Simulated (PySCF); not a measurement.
Worked example: entropy of an ideal gas

MoOF₃, SMILES [O]=[Mo+]([F])([F])[F], charge +1, multiplicity 1.

Geometry: PBE-D3(BJ)/def2-SVP. The spin state was assumed, not searched. The isomer is the one that the SMILES or the coordinates give; other isomers of the formula were not compared. The def2 effective core potentials stand for the cores of Mo; spin–orbit coupling is left out.

PySCF with PBE-D3(BJ)/def2-SVP gives the harmonic wavenumbers 182, 182, 219, 293, 293, 757, 807, 807, 1090 cm⁻¹ and the rotational temperatures 0.1709, 0.1709, 0.1438 K. The molar mass is 168.94 g/mol, the symmetry number 3, the spin multiplicity 1.

**Question.** Work out the entropy at 298.15 K and 1 atm in the rigid-rotor, harmonic-oscillator model.

**Answer.** 
Translation (Sackur–Tetrode at 1 atm): S = R[1.5 ln M + 2.5 ln T − 1.16487] = 172.7 J/(mol K).
Rotation: q = (√π/σ) T^1.5/√(θA θB θC) = 46900, S = R[ln q + 3/2] = 101.9 J/(mol K).
Vibration: with u = 1.4388 ν/T, each mode gives R[u/(e^u − 1) − ln(1 − e^−u)]:
| ν (cm⁻¹) | modes | u | S (J/(mol K)) |
|---|---|---|---|
| 182 | 2 | 0.88 | 19.31 |
| 219 | 1 | 1.06 | 8.23 |
| 293 | 2 | 1.41 | 12.19 |
| 757 | 1 | 3.65 | 1.03 |
| 807 | 2 | 3.89 | 1.69 |
| 1090 | 1 | 5.26 | 0.27 |
These are all the modes. Sum 42.7 J/(mol K).
Spin: R ln 1 = 0.0 J/(mol K).
Total 317.3 J/(mol K); the program's own thermochemistry gives 317.3. Translation makes up 54 % and vibration 13 %. Anharmonicity, hindered rotation and orbital degeneracy are left out.
